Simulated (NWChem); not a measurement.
GaH₃SO₂; SMILES [Ga]([SH])([OH])[OH]

```xyz
7

Ga    -0.0133     0.3048     0.0000
O     -1.5434     1.2109     0.0000
H     -1.4611     2.1693     0.0000
O      1.5903     1.0814     0.0000
H      1.5904     2.0436     0.0000
S     -0.0848    -1.8772     0.0000
H      1.2651    -1.9628     0.0000
```
Atoms are numbered in this order, from 1.

Program: NWChem. The geometry was optimised at PBE0/def2-SVP. Level M06-L/def2-SVP: energy and gradient on several grids; changes count from the extra-fine grid, which is no exact limit either.

```
grid     size of the energy change (μHa)  largest change of a gradient component (μHa/bohr)
-------  -------------------------------  -------------------------------------------------
xcoarse                             3000                                               6000
coarse                              1000                                               1000
medium                                10                                                300
fine                                  20                                                200
xfine                               < 10                                               < 30
```
